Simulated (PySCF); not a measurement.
Compound: (Cl)3Sn-O-SiH3.
Bonds: Sn1–Cl2, Sn1–Cl3, Sn1–Cl4, Sn1–O5, O5–Si6. Hydrogens: H7, H8, H9 on Si6.

Level of theory: PBE0-D3(BJ)/def2-SVP geometry optimisation, gas phase, def2 core potentials past Kr (PySCF).

List the bond lengths, angles and torsions at this level.

```
                     bond  length (bohr)
Sn1–Cl2, Sn1–Cl3, Sn1–Cl4          4.371
                   Sn1–O5          3.668
                   O5–Si6          3.160
   Si6–H7, Si6–H8, Si6–H9          2.820
```

Bonds in one row agree within 0.02 bohr and their mean is given. A selection of angles:
```
      angle  degrees
Cl2–Sn1–Cl3    109.4
Cl2–Sn1–Cl4    111.7
 Cl2–Sn1–O5    108.0
 Cl3–Sn1–O5    110.3
 Sn1–O5–Si6    134.8
  O5–Si6–H7    107.1
  O5–Si6–H8    110.2
  O5–Si6–H9    110.5
  H7–Si6–H8    110.1
```

Dihedral angles: Cl2–Sn1–O5–Si6 47° (synclinal).

Si6 (silicon bonded to O and 3 H) is tetrahedral (angles from 107.1° to 110.5°). Sn1 (tin bonded to 3 Cl and O) is tetrahedral (angles from 108.0° to 111.7°).

Point group: near Cs, missed by 0.35 Å at most; the miss may be what the optimiser left on a soft mode. PBE0-D3(BJ)/def2-SVP frequencies: not computed here.
